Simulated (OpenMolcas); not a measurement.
## Levels of Re²⁺ by method

* Program: OpenMolcas
* Basis: ANO-RCC-VTZP [8s7p5d3f2g1h]
* Scalar Hamiltonian: DKH2, point nucleus
* Active space: 5 electrons in 6 orbitals (5d 6s)
* State averaging: 2S+1 = 6 even, 6 roots; 2S+1 = 4 even, 84 roots (64 in the spin-orbit step); 2S+1 = 2 even, 184 roots (129 in the spin-orbit step)
* Spin-orbit coupling: RASSI with atomic mean-field integrals over the reference wave functions, term energies averaged over their components

Methods on the same reference wave functions:
A. CASSCF
B. SS-CASPT2, IPEA 0.25 Eh, imaginary shift 0.1 Eh (closed shells correlated: 5s 5p)
C. MS-CASPT2, IPEA 0.25 Eh, imaginary shift 0.1 Eh (closed shells correlated: 5s 5p)

Energies in cm-1 above 5d5 6S 5/2, the measured ground level; measured values from the list in Brasseur, Gamrath and Quinet, At. Data Nucl. Data Tables 157, 101636 (2024).

| Level | A | B | C | Measured |
| --- | --- | --- | --- | --- |
| 5d5 6S 5/2 | 0.0 | 0.0 | 0.0 | 0.0 |
| 5d4 6s 6D 1/2 [65 %] | 15736 | 14530 | 14780 | 14396 |
| 5d4 6s 6D 5/2 | 19829 | 19290 | 19370 | 19719 |
| 5d5 4G 7/2 [64 %] | 21319 | 18460 | 18390 | 16890 |
| 5d4 6s 6D 7/2 [71 %] | 21899 | 21060 | 21220 | 22106 |
| 5d5 4G 11/2 | 22220 | 19590 | 19580 | 18020 |
| 5d5 4G 9/2 | 22641 | 20000 | 19960 | 18346 |
| 5d4 6s 6D 9/2 | 23959 | 23060 | 23290 | 23471 |
| 5d5 4D 7/2 [56 %] | 25619 | 22580 | 22520 | 20453 |
| 5d5 4D 1/2 [58 %] | 26695 | 23440 | 23520 |  |
| 5d5 2I 11/2 | 31915 | 28910 | 28950 | 26170 |
| 5d5 2I 13/2 | 34302 | 31460 | 31500 | 28588 |
| 5d5 2F 7/2(1) [56 %] | 36786 | 32820 | 32900 |  |
| 5d5 4F 5/2 [67 %] | 36967 | 32510 | 32600 | 30302 |
| 5d4 6s 4H 9/2 [63 %] | 39816 | 36510 | 36490 | 35140 |
| 5d4 6s 4H 11/2 [73 %] | 41512 | 38490 | 38540 | 38168 |
| 5d4 6s 4H 13/2 | 43293 | 40330 | 40370 | 39300 |
| 5d5 2S 1/2 [60 %] | 44213 | 39290 | 39400 |  |
| 5d5 2H 11/2 [62 %] | 44330 | 40680 | 40730 |  |
| 5d4 6s 4G 11/2 [57 %] | 50670 | 46680 | 46680 |  |
| 5d5 2D 3/2(2) | 50788 | 45020 | 45110 |  |

Deviations, from unrounded energies. A percentage is the sum of absolute deviations over the sum of measured energies, with the sign that they share, or ± where signs differ.

```json
{"Against measurement": "mean absolute deviation (cm-1)", "Levels": "14", "A": "3600", "B": "1400", "C": "1400"}
{"Against measurement": "other terms of the ground configuration (%)", "Levels": "7", "A": "+22.8", "B": "+9.3", "C": "+9.3"}
{"Against measurement": "other configurations (%)", "Levels": "7", "A": "±7.4", "B": "±2.5", "C": "±2.4"}
```

B, C lie about equally close to measurement and A furthest from it. The largest miss of C in the table is 5d5 2I 13/2, by +2900 cm-1. The ranking rests on the paired levels alone, and a cruder setting can come out closer through cancelling errors.

Between B and C the level of the table that moves most is 5d4 6s 6D 1/2 [65 %], by 250 cm-1 (lowest in B, highest in C). Moves below CASPT2's spread within the term are not significant.

The mean deviations of B to C differ by less than CASPT2's widest spread within a term (490 cm-1), so their order carries little weight.

From A to B the spin-free energies of the other terms of 5d5 shown, above 6S, scale by factors of 0.85 to 0.90, as is usual when dynamic correlation screens the repulsion within a d or f shell.

The lowest spin-free term lies below A's lowest term by 0.312 hartree in B, 0.312 hartree in C.

CASPT2 breaks the degeneracy within a term, and the mean is taken; among the terms shown or strongly mixed into the levels shown the widest spread is 490 cm-1 (5d4 6s 4H, C). Some high roots are left out of the spin-orbit mixing, which shifts the levels that they would mix with. Some levels mix across a computed gap that differs much from the measured one, so their mixing is not that of the real levels. Configurations are named by rounded mean occupations; where the s occupation lies near a half they are strongly mixed, a name can repeat and a true partner stay unpaired. A single d shell beside an s shell can misplace configurations of different d count against each other. Without dynamic correlation excited terms often stand tens of per cent too high (terms of higher spin than the ground term too low), and those without a measured partner can miss by more than the paired ones (holds for A). The CASPT2 spread within a term exceeds the gap to the next term for 5d5 4P and 5d4 6s 6D, so the order of their levels is uncertain, and so are names and mixing where such terms share a J (holds for B; C). Blocks of more than 70 roots (2S+1 = 2 even) ran without multistate coupling (holds for C). Computed and measured levels are paired by configuration, term and J; levels that our copy of the source lacks, or whose pairing is in doubt (as where it misses far off the trend of its configuration), stay unpaired and out of the deviations. Only configurations of the active space appear. Levels that lie high or do not pair safely by name in every column are left out.

A share in square brackets marks a mixed level and gives the weight of the term that names it, the lowest over the columns. A number in round brackets counts repeated terms of one configuration in the order of the reference energies.
